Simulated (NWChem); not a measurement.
System: CH2N, doublet; SMILES C=[N]

NWChem input:

```
start job
memory heap 200 mb stack 900 mb global 1100 mb
geometry units angstroms noautosym nocenter noautoz
  C      0.000000     0.000000     0.501291
  N      0.000000     0.000000    -0.749409
  H      0.000000    -0.947957     1.098623
  H      0.000000     0.947957     1.098623
end
basis spherical
  * library def2-svp
end
dft
  odft
  mult 2
  xc m06-2x
  iterations 150
end
cosmo
  do_cosmo_smd true
  solvent dmso
end
task dft energy
```

In the optimisation the excess spin sits in b2 (C2v, its own frame). All runs use the structure optimised with PBE-D3(BJ)/def2-SVP, spin-unrestricted. No stability test was run on the SCF state. Solvent: dimethyl sulfoxide.

Level: M06-2X/def2-SVP with SMD (1 M gas to 1 M solution), gas-phase geometry. Reactions with the solvent are ignored.

Q: What results follow from this input? (M06-2X/def2-SVP, spin-unrestricted, SMD on the gas-phase geometry.) Quantities: solvation free energy (kcal/mol); cavity-dispersion-structure term (kcal/mol); dipole in solution (D).

A: 
| Property | Result |
|---|---|
| solvation free energy (kcal/mol) | -1.9 |
| cavity-dispersion-structure term (kcal/mol) | 2.8 |
| dipole in solution (D) | 3.12 |
